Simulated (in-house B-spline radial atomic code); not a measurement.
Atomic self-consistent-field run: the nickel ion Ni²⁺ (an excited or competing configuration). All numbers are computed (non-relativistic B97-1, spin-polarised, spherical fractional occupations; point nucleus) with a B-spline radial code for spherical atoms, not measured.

In the input, 3d5,1 would mean five up and one down electron.

Command:
```bash
python run_scf.py task.json out
```
Settings:
```
Z                28
configuration    1s2 2s2 2p6 3s2 3p3,2 3d3,5 4d1,0
hamiltonian      nr
method           b97_1
spin_polarised   True
```

Output (hartree, bohr):
```
 radial grid: 53 intervals, B-splines of order 8, outer radius 38.5185 bohr

 iter        energy (Eh)    residual
    1       -1489.942314    4.70e-01
    2       -1494.101420    6.70e-01
    3       -1503.417855    9.75e-02
    4       -1503.711917    2.98e-02
    5       -1503.726688    5.84e-03
    6       -1503.727075    1.53e-03
    7       -1503.727134    8.85e-04
    8       -1503.727158    1.03e-04
    9       -1503.727158    1.08e-05
   10       -1503.727158    9.64e-07
   11       -1503.727158    1.15e-07

 total energy                     -1503.72716
 kinetic                            1502.5723
 electron-nucleus                  -3559.3776
 Hartree                             614.5918
 exact exchange                      -12.4454
 exchange-correlation                -49.0683

 orbital      occ     eigenvalue          <r>       <r^2>       <1/r>       r_max
 1s up      1.000      -301.3913    0.0548263  0.00402901     27.5133     0.03615
 1s down    1.000      -301.3673    0.0548229   0.0040285     27.5147     0.03614
 2s up      1.000       -37.1939     0.247846   0.0724157     5.96205      0.2073
 2s down    1.000       -37.2266     0.248025   0.0725166     5.95626      0.2075
 2p up      3.000       -32.6217     0.216289   0.0573396     5.91596      0.1659
 2p down    3.000       -32.6320     0.216609     0.05752     5.90862      0.1661
 3s up      1.000        -5.3606     0.743771    0.637356     1.89737      0.6461
 3s down    1.000        -5.3721        0.744     0.63785     1.89771       0.646
 3p up      3.000        -3.9299     0.771983    0.700172     1.77526      0.6485
 3p down    2.000        -3.9075     0.773366    0.702999     1.77392       0.649
 3d up      3.000        -1.4879     0.897393     1.02197     1.45375      0.6221
 3d down    5.000        -1.5996      0.88274    0.983778     1.47165      0.6162
 4d up      1.000        -0.3651      4.04298     18.4885    0.312347       3.633
```

Run time, properties included: 0.12 s on 1 thread of Arm Neoverse V2, with other jobs on the host.

Caution: exact exchange at fractional occupations of open shells leaves self-interaction of up to several eV.
